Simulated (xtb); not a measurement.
xtb input for BrF2HOSi, SMILES [Si](O)(Br)(F)F, GFN2-xTB. 

```
$ xtb mol.xyz --gfn 2 --sp --chrg 0 --uhf 0 --json
$ cat mol.xyz
6

O      1.53272194     1.25700761     0.00000000
Si     0.01215584     0.78753499     0.00000000
F     -0.79638154     1.35348032     1.24193370
F     -0.79638154     1.35348032    -1.24193371
Br     0.00211443    -1.36019829    -0.00000000
H      1.82890533     2.16274375     0.00000000
```

Output:

```
[banner left out]
          |                Calculation Setup                |
           -------------------------------------------------



           -------------------------------------------------
          |                 G F N 2 - x T B                 |
           -------------------------------------------------

        Reference                      10.1021/acs.jctc.8b01176
      * Hamiltonian:
        H0-scaling (s, p, d)           1.850000    2.230000    2.230000
        zeta-weighting                 0.500000
      * Dispersion:
        s8                             2.700000
        a1                             0.520000
        a2                             5.000000
        s9                             5.000000
      * Repulsion:
        kExp                           1.500000    1.000000
        rExp                           1.000000
      * Coulomb:
        alpha                          2.000000
        third order                    shell-resolved
        anisotropic                    true
        a3                             3.000000
        a5                             4.000000
        cn-shift                       1.200000
        cn-exp                         4.000000
        max-rad                        5.000000


          ...................................................
          :                      SETUP                      :
          :.................................................:
          :  # basis functions                  33          :
          :  # atomic orbitals                  31          :
          :  # shells                           13          :
          :  # electrons                        32          :
          :  max. iterations                   250          :
          :  Hamiltonian                  GFN2-xTB          :
          :  restarted?                      false          :
          :  GBSA solvation                  false          :
          :  PC potential                    false          :
          :  electronic temp.          300.0000000     K    :
          :  accuracy                    1.0000000          :
          :  -> integral cutoff          0.2500000E+02      :
          :  -> integral neglect         0.1000000E-07      :
          :  -> SCF convergence          0.1000000E-05 Eh   :
          :  -> wf. convergence          0.1000000E-03 e    :
          :  Broyden damping             0.4000000          :
          :  net charge                          0          :
          :  unpaired electrons                  0          :
          ...................................................

 iter      E             dE          RMSdq      gap      omega  full diag
   1    -20.0493282 -0.200493E+02  0.955E+00    9.13       0.0  T
   2    -20.1255736 -0.762453E-01  0.502E+00    7.74       1.0  T
   3    -20.1325480 -0.697443E-02  0.260E+00    7.97       1.0  T
   4    -20.1335862 -0.103817E-02  0.242E+00    7.32       1.0  T
   5    -20.1391820 -0.559582E-02  0.108E+00    7.87       1.0  T
   6    -20.1427029 -0.352089E-02  0.639E-01    7.75       1.0  T
   7    -20.1437455 -0.104260E-02  0.248E-01    7.70       1.0  T
   8    -20.1438427 -0.971890E-04  0.699E-02    7.69       1.0  T
   9    -20.1438377  0.499395E-05  0.491E-02    7.68       1.0  T
  10    -20.1438422 -0.452646E-05  0.317E-02    7.69       1.3  T
  11    -20.1438452 -0.300126E-05  0.109E-02    7.69       3.7  T
  12    -20.1438456 -0.358912E-06  0.278E-03    7.69      14.7  T
  13    -20.1438456 -0.256667E-07  0.458E-04    7.69      89.0  T
  14    -20.1438456  0.196952E-09  0.380E-04    7.69     107.4  T

   *** convergence criteria satisfied after 14 iterations ***

         #    Occupation            Energy/Eh            Energy/eV
      -------------------------------------------------------------
         1        2.0000           -0.9345776             -25.4312
       ...           ...                  ...                  ...
        10        2.0000           -0.5471437             -14.8885
        11        2.0000           -0.5380227             -14.6403
        12        2.0000           -0.5330116             -14.5040
        13        2.0000           -0.5273061             -14.3487
        14        2.0000           -0.4987745             -13.5723
        15        2.0000           -0.4542543             -12.3609
        16        2.0000           -0.4540546             -12.3555 (HOMO)
        17                         -0.1715064              -4.6669 (LUMO)
        18                         -0.1495877              -4.0705
        19                         -0.1474737              -4.0130
        20                         -0.0592724              -1.6129
        21                          0.0091261               0.2483
       ...                                ...                  ...
        31                          1.2529794              34.0953
      -------------------------------------------------------------
                  HL-Gap            0.2825482 Eh            7.6885 eV
             Fermi-level           -0.3127805 Eh           -8.5112 eV

 SCC (total)                   0 d,  0 h,  0 min,  0.007 sec
 SCC setup                      ...        0 min,  0.000 sec (  2.464%)
 Dispersion                     ...        0 min,  0.000 sec (  0.348%)
 classical contributions        ...        0 min,  0.000 sec (  0.265%)
 integral evaluation            ...        0 min,  0.001 sec ( 14.109%)
 iterations                     ...        0 min,  0.004 sec ( 57.321%)
 molecular gradient             ...        0 min,  0.002 sec ( 24.216%)
 printout                       ...        0 min,  0.000 sec (  1.082%)

         :::::::::::::::::::::::::::::::::::::::::::::::::::::
         ::                     SUMMARY                     ::
         :::::::::::::::::::::::::::::::::::::::::::::::::::::
         :: total energy             -20.067036472416 Eh    ::
         :: gradient norm              0.000373458515 Eh/a0 ::
         :: HOMO-LUMO gap              7.688526989797 eV    ::
         ::.................................................::
         :: SCC energy               -20.143844579666 Eh    ::
         :: -> isotropic ES            0.064984512334 Eh    ::
         :: -> anisotropic ES         -0.004013010298 Eh    ::
         :: -> anisotropic XC         -0.023790293021 Eh    ::
         :: -> dispersion             -0.003992052226 Eh    ::
         :: repulsion energy           0.076808107251 Eh    ::
         :: add. restraining           0.000000000000 Eh    ::
         :: total charge              -0.000000000000 e     ::
         :::::::::::::::::::::::::::::::::::::::::::::::::::::

           -------------------------------------------------
          |                Property Printout                |
           -------------------------------------------------

    * Orbital Energies and Occupations

         #    Occupation            Energy/Eh            Energy/eV
      -------------------------------------------------------------
         1        2.0000           -0.9345776             -25.4312
       ...           ...                  ...                  ...
         4        2.0000           -0.7580466             -20.6275
         5        2.0000           -0.6733662             -18.3232
         6        2.0000           -0.6078098             -16.5393
         7        2.0000           -0.5724979             -15.5785
         8        2.0000           -0.5671630             -15.4333
         9        2.0000           -0.5563501             -15.1391
        10        2.0000           -0.5471437             -14.8885
        11        2.0000           -0.5380227             -14.6403
        12        2.0000           -0.5330116             -14.5040
        13        2.0000           -0.5273061             -14.3487
        14        2.0000           -0.4987745             -13.5723
        15        2.0000           -0.4542543             -12.3609
        16        2.0000           -0.4540546             -12.3555 (HOMO)
        17                         -0.1715064              -4.6669 (LUMO)
        18                         -0.1495877              -4.0705
        19                         -0.1474737              -4.0130
        20                         -0.0592724              -1.6129
        21                          0.0091261               0.2483
        22                          0.0100870               0.2745
        23                          0.0287634               0.7827
        24                          0.0318993               0.8680
        25                          0.0895242               2.4361
        26                          0.1134415               3.0869
        27                          0.1578005               4.2940
       ...                                ...                  ...
        31                          1.2529794              34.0953
      -------------------------------------------------------------
                  HL-Gap            0.2825482 Eh            7.6885 eV
             Fermi-level           -0.3127805 Eh           -8.5112 eV

     #   Z          covCN         q      C6AA      α(0)
     1   8 O        1.578    -0.437    21.634     6.276
     2  14 Si       3.015     0.691   159.117    27.477
     3   9 F        0.706    -0.251    11.786     4.054
     4   9 F        0.706    -0.251    11.786     4.054
     5  35 Br       0.833    -0.080   186.950    22.045
     6   1 H        0.809     0.328     0.641     1.258

 Mol. C6AA /au·bohr⁶  :       1429.373450
 Mol. C8AA /au·bohr⁸  :      69026.901934
 Mol. α(0) /au        :         65.163674


Wiberg/Mayer (AO) data.
largest (>0.10) Wiberg bond orders for each atom

 ---------------------------------------------------------------------------
     #   Z sym  total        # sym  WBO       # sym  WBO       # sym  WBO
 ---------------------------------------------------------------------------
     1   8 O    2.232 --     2 Si   1.221     6 H    0.870
     2  14 Si   4.541 --     1 O    1.221     5 Br   1.156     3 F    1.076
                             4 F    1.076
     3   9 F    1.210 --     2 Si   1.076
     4   9 F    1.210 --     2 Si   1.076
     5  35 Br   1.300 --     2 Si   1.156
     6   1 H    0.892 --     1 O    0.870
 ---------------------------------------------------------------------------

Topologies differ in total number of bonds
Writing topology from bond orders to xtbtopo.mol

molecular dipole:
                 x           y           z       tot (Debye)
 q only:        0.639       0.251       0.000
   full:        0.742       1.941       0.000       5.282
molecular quadrupole (traceless):
                xx          xy          yy          xz          yz          zz
 q only:        0.130       5.375       2.560      -0.000       0.000      -2.690
  q+dip:        3.006       6.584      -2.716      -0.000       0.000      -0.290
   full:        2.821       7.015      -2.286      -0.000       0.000      -0.535


           -------------------------------------------------
          | TOTAL ENERGY              -20.067036472416 Eh   |
          | GRADIENT NORM               0.000373458515 Eh/α |
          | HOMO-LUMO GAP               7.688526989797 eV   |
           -------------------------------------------------

------------------------------------------------------------------------
------------------------------------------------------------------------
 total:
 SCF:
Note: The following floating-point exceptions are signalling: IEEE_DENORMAL
normal termination of xtb
```

The calculation finished and met its thresholds.
